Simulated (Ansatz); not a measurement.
Two isomers of CH7BSSi: A = `CB([SiH3])S`, B = `B[SiH2]CS`.

Calculated with Ansatz (gas phase, PBE0-D4/def2-TZVP geometries, no zero-point term in ΔE). CCSD(T)/CBS is the MP2 limit (def2-TZVPP, def2-QZVPP) plus CCSD(T) − MP2 in def2-TZVPP, frozen cores. Functionals use def2-TZVPP. B3LYP here is the variant with VWN-RPA as its local correlation; programs differ in this. Each species was taken in one conformer, which may not be the lowest.

Which isomer does CCSD(T)/CBS put lower? Give the gap. (An estimate is asked.)

Ansatz gave: A, by 177.1 kJ/mol.

Give E(B) − E(A) in kJ/mol with MP2/def2-TZVPP, B3LYP-D4, B3LYP, BLYP-D4, r2SCAN-D4, CCSD(T)/def2-TZVPP, B2PLYP. (An estimate is asked.)

Computed: MP2/def2-TZVPP 182.5, B3LYP-D4 181.3, B3LYP 179.6, BLYP-D4 183.2, r2SCAN-D4 189.4, CCSD(T)/def2-TZVPP 179.4, B2PLYP 180.4. None reverses the order clearly.

Does the order hold for the free energy at 298.15 K (harmonic terms from PBE0-D4)? (Best estimate.)

The calculation gave: Yes: G(B) − G(A) = +171.0 kJ/mol, for one conformer each. Modes under 60 cm⁻¹, often nearly free rotors, make the harmonic entropy too high.

Largest T1 diagnostic: 0.014.

In def2-TZVPP, CCSD(T) changes the Hartree–Fock value by +18.5 kJ/mol (the triples alone add +4.1 kJ/mol) and MP2 by +21.7 kJ/mol. From PBE to PBE0 (25 % exact exchange), in def2-TZVPP and without D4, E(B) − E(A) moves by −4.1 kJ/mol.
